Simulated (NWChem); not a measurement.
# Si$_{2}$H$_{4}$ClF; SMILES Cl[Si@H]([SiH3])F

Results from NWChem. Pople sets run with spherical d functions. The geometry was optimised at PBE0/def2-SVP. Level: B3LYP/6-31G* with SMD (1 M gas to 1 M solution), gas-phase geometry. Reactions with the solvent are ignored.

```json
[
 {"solvent": "water", "dielectric constant": "78.4", "solvation free energy (kcal/mol)": "1.3", "cavity-dispersion-structure term (kcal/mol)": "3.4", "dipole in solution (D)": "2.39"},
 {"solvent": "methanol", "dielectric constant": "32.6", "solvation free energy (kcal/mol)": "___", "cavity-dispersion-structure term (kcal/mol)": "-0.7", "dipole in solution (D)": "2.38"},
 {"solvent": "cyclohexane", "dielectric constant": "2.02", "solvation free energy (kcal/mol)": "-1.7", "cavity-dispersion-structure term (kcal/mol)": "-0.7", "dipole in solution (D)": "2.12"},
 {"solvent": "toluene", "dielectric constant": "2.37", "solvation free energy (kcal/mol)": "-2.2", "cavity-dispersion-structure term (kcal/mol)": "-1.1", "dipole in solution (D)": "2.16"}
]
```

**Question.** What belongs in the gaps?

**Answer.** 
- methanol, solvation free energy (kcal/mol): -2.8
